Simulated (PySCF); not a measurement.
# Electronic structure of Cr+

The free ion Cr+ in its d5 configuration. Only this configuration is treated; at so low a charge one with s electrons may lie lower or mix in.

Method (PySCF 2.14, density fitting): CASSCF(5,5) with orbitals averaged over all microstates of the shell, strongly contracted NEVPT2 on the averaged canonical orbitals; basis x2c-TZVPall; spin-free X2C; gas phase; spin-orbit coupling by state interaction with the mean-field operator over all roots.

## Spin-free states

| 2S+1 | deg. | free-ion term | CASSCF / cm⁻¹ | NEVPT2 / cm⁻¹ |
| --- | --- | --- | --- | --- |
| 6 | 1 | 6S 1.00 | 0 | 0 |
| 4 | 9 | 4G 1.00 | 25514 | 23027 |
| 4 | 3 | 4P 1.00 | 29389 | 25140 |
| 4 | 5 | 4D 1.00 | 31844 | 27689 |
| 2 | 13 | 2I 1.00 | 36300 | 33479 |
| 2 | 5 | 2D 1.00 | 41282 | 35608 |
| 2 | 7 | 2F 1.00 | 41984 | 36498 |
| 4 | 7 | 4F 1.00 | 42954 | 37302 |
| 2 | 11 | 2H 1.00 | 44697 | 39803 |
| 2 | 9 | 2G 1.00 | 46248 | 40829 |
| 2 | 7 | 2F 1.00 | 49865 | 43470 |
| 2 | 1 | 2S 1.00 | 55291 | 47532 |
| 2 | 5 | 2D 1.00 | 60975 | 52455 |
| 2 | 9 | 2G 1.00 | 67305 | 58536 |
| 2 | 3 | 2P 1.00 | 82679 | 70602 |

Only the lowest 15 spin-free levels are listed. Energies are counted from the ground state at NEVPT2 level. Weights follow the labels.

## Spin-orbit levels

| E / cm⁻¹ | deg. | J | make-up |
| --- | --- | --- | --- |
| 0.0 | 6 | 5/2 | 1.00 6S |
| 23017.0 | 6 | 5/2 | 1.00 4G |
| 23024.9 | 8 | 7/2 | 1.00 4G |
| 23027.4 | 12 | 11/2 | 1.00 4G |
| 23029.7 | 10 | 9/2 | 1.00 4G |
| 25096.9 | 6 | 5/2 | 0.98 4P |
| 25115.7 | 4 | 3/2 | 0.99 4P |
| 25135.1 | 2 | 1/2 | 1.00 4P |
| 27685.0 | 8 | 7/2 | 1.00 4D |

Only the lowest levels are listed: 62 of 252 states.

## Magnetism

The lowest spin-orbit level is 6-fold with J = 5/2; the next lies at 23017.0 cm⁻¹. μeff is 5.92 μB at 300 K and 5.92 μB at 10 K; the spin-only value is 5.92 μB.

| T / K | χT / cm³ K mol⁻¹ | μeff / μB |
| --- | --- | --- |
| 2 | 4.386 | 5.92 |
| 5 | 4.386 | 5.92 |
| 10 | 4.386 | 5.92 |
| 20 | 4.386 | 5.92 |
| 30 | 4.386 | 5.92 |
| 50 | 4.386 | 5.92 |
| 75 | 4.386 | 5.92 |
| 100 | 4.386 | 5.92 |
| 150 | 4.386 | 5.92 |
| 200 | 4.386 | 5.92 |
| 250 | 4.386 | 5.92 |
| 300 | 4.386 | 5.92 |

Powder magnetisation at 2 K: 1.84 μB at 0.5 T, 3.13 μB at 1 T, 4.30 μB at 2 T, 4.70 μB at 3 T, 4.93 μB at 5 T, 4.99 μB at 7 T.

The job took 8.7 s on one thread of Arm Neoverse V1 (shared host), with 48 basis functions, launched as `OMP_NUM_THREADS=1 python lf_run.py task.json out`.
